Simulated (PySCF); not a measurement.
Ge(F)2(OH)(NH2) (F2GeH3NO), SMILES [NH2][Ge]([OH])([F])[F]. Atoms are numbered in the order given.

```xyz
8

N      1.7652     0.1671    -0.4254
Ge     0.0132     0.0102    -0.0139
O     -0.8640     1.4005    -0.6588
F     -0.4096    -0.1142     1.6844
F     -0.5543    -1.5003    -0.6714
H      2.2116     1.0007    -0.0291
H      2.3172    -0.6655    -0.1944
H     -1.7203     1.4971    -0.1997
```

Geometry: PBE-D3(BJ)/def2-SVP. This is a generated structure with no PubChem entry under its InChIKey; it may be hypothetical. One conformer was computed; it need not be the lowest.

Two levels are set side by side: PBE/pcSseg-1 (PySCF) and PBE0/pcSseg-1 (PySCF). GIAO shifts against CFCl3 (¹⁹F), GeH4 (⁷³Ge), H2O (¹⁷O), NH3 (¹⁵N), TMS (¹H) at the same level; non-relativistic, no solvent, atoms listed together averaged. Differences are taken from unrounded values.

```json
[
 {"quantity": "δ(¹⁵N) of N1 (ppm)", "PBE0": "25.0"},
 {"quantity": "δ(⁷³Ge) of Ge2 (ppm)", "PBE0": "309.7"},
 {"quantity": "δ(¹⁷O) of O3 (ppm)", "PBE0": "58.0"},
 {"quantity": "δ(¹H) of H6, H7 (ppm)", "PBE0": "1.61"},
 {"quantity": "δ(¹H) of H8 (ppm)", "PBE0": "2.40"}
]
```

Task: What does PBE give, and how far is it from PBE0? (Estimate from the structure and the level; the computed values follow.)

Result: 
```json
[
 {"quantity": "δ(¹⁵N) of N1 (ppm)", "PBE": "32.2", "PBE minus PBE0": "7.2"},
 {"quantity": "δ(⁷³Ge) of Ge2 (ppm)", "PBE": "339.2", "PBE minus PBE0": "29.5"},
 {"quantity": "δ(¹⁷O) of O3 (ppm)", "PBE": "73.0", "PBE minus PBE0": "15.0"},
 {"quantity": "δ(¹H) of H6, H7 (ppm)", "PBE": "1.53", "PBE minus PBE0": "-0.08"},
 {"quantity": "δ(¹H) of H8 (ppm)", "PBE": "2.29", "PBE minus PBE0": "-0.11"}
]
```

Rough cost on one machine, each run with all the roots and properties that it gave: PBE0 against PBE within a factor of 2.
